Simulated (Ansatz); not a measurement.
`F[SiH]([GaH2])[SeH]` + `O[SiH3]` → `F[SiH]([SeH])O[SiH3]` + `[GaH3]` at 700 K and 1 bar (cleavage of the Si–Ga bond).

Calculated with Ansatz (gas phase, PBE0-D4/def2-TZVP geometries, no zero-point term in ΔE). CBS: MP2 limit from def2 TZ/QZ plus the TZ coupled-cluster correction, frozen cores. For Ga, Se outer-core shells are correlated without core-valence functions, which leaves a few kJ/mol of doubt a bond. Scalar relativity is left out up to krypton. Each species was taken in one conformer, which may not be the lowest.

```csv
species,CCSD(T)/CBS energy (Eh),H − E (kJ/mol),S (J/(mol·K))
`F[SiH]([GaH2])[SeH]`,-4715.99501,165.1,492.4
`O[SiH3]`,-366.69042,144.6,321.6
`F[SiH]([SeH])O[SiH3]`,-3157.02257,220.2,534.1
`[GaH3]`,-1925.70545,80.8,262.3
```

H − E and S are ideal-gas, rigid-rotor, harmonic terms from PBE0-D4/def2-TZVP, for one conformer and one mirror image of each species. 1 Eh = 2625.50 kJ/mol, R = 8.31446 J/(mol·K).

Problem. By hand: ΔE, ΔH, ΔS and ΔG.

Solution. ΔE = (-3157.02257) + (-1925.70545) − (-4715.99501) − (-366.69042) = -0.04259 Eh = -111.8 kJ/mol. Δ(H − E) = 220.2 + 80.8 − 165.1 − 144.6 = -8.7, so ΔH = -120.5 kJ/mol. ΔS = 534.1 + 262.3 − 492.4 − 321.6 = -17.6 J/(mol·K). ΔG = -120.5 − 700 × (-17.6)/1000 = -108.2 kJ/mol.

Problem. By hand: the equilibrium constant, and the temperature at which ΔG would vanish if ΔH and ΔS stayed fixed.

Solution. log₁₀ K = −ΔG/(RT ln 10) = 8.1. ΔG = 0 at ΔH/ΔS = 6847 K, far beyond where these terms or the molecules hold.

ΔH outweighs TΔS. A doubt of 5 kJ/mol in ΔE shifts log₁₀ K by 0.4 here. Other conformers and mirror images would add mixing entropy, several J/(mol·K) or more a flexible species. Modes under 60 cm⁻¹, often nearly free rotors, make the harmonic entropy too high. These are equilibria of isolated gas molecules and say nothing of rates. Largest T1 diagnostic: 0.013 (customary marks: 0.02 for closed shells, 0.045 for open ones).
